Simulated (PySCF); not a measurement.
This script is equivalent to a calculation on C (carbon, neutral).

```python
from pyscf import gto, scf, dft, mp, cc
import basis_set_exchange as bse
mol = gto.M(atom="C 0 0 0", charge=0, spin=2, symmetry="D2h",
            basis=gto.basis.parse(bse.get_basis("cc-pVTZ-DK", elements=["C"], fmt="nwchem", header=False)),
            nucmod="G")
mf = scf.UHF(mol).sfx2c1e()
mf.irrep_nelec = {'Ag': (2, 2), 'B1u': (1, 0), 'B2u': (1, 0)}
mf.kernel()
```

What total energy does it give?

-37.70651 hartree (calculated).

Which occupied shell lies highest, and where?

2p α, at -11.906 eV.

What is ⟨S²⟩, and what would a pure spin state give?

2.009, against 2.00.
